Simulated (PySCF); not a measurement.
Molecule: 3-Pyridine Carbaldehyde (O=Cc1cccnc1, C$_{6}$H$_{5}$NO).

Geometry (Å), atoms numbered from 1 in this order:
```xyz
13

O    -2.5765    1.6586   -0.2087
C    -2.2038    0.5149   -0.1383
C    -0.7852    0.1075   -0.0567
C     0.2365    1.0635   -0.0680
C     1.5499    0.6256    0.0153
C     1.7868   -0.7506    0.1080
N     0.8243   -1.6690    0.1185
C    -0.4312   -1.2421    0.0375
H    -2.9348   -0.3334   -0.1303
H    -0.0292    2.1209   -0.1421
H     2.3859    1.3277    0.0104
H     2.8148   -1.1246    0.1777
H    -1.2152   -2.0105    0.0472
```

Geometry PBE0-D3(BJ)/def2-SVP throughout; GIAO in PySCF, gas phase, one conformer, non-relativistic; equivalent atoms averaged; basis pcSseg-1.

For orientation, BLYP gives these shifts δ (against TMS, NH3 at the same level): C2 191.3, C6 158.7, C3 133.1, N7 365.9, H9 10.10, H12 8.77, H13 8.72, H10 8.10, H11 7.19 ppm.

A run gave: C2 191.4, C6 160.7, C3 134.5, N7 352.1, H9 9.60, H12 8.65, H13 8.68, H10 8.22, H11 7.15 ppm (shifts δ (against TMS, NH3 at the same level)).

**Question.** Which functional was used in that run?
A. PBE0
B. WP04
C. BP86
D. BHandHLYP
E. PBE

**Answer.** B. H12 tells them apart best: WP04 gives 8.65, BP86 gives 8.87, PBE0 gives 8.96, BHandHLYP gives 8.91, PBE gives 8.89 ppm.
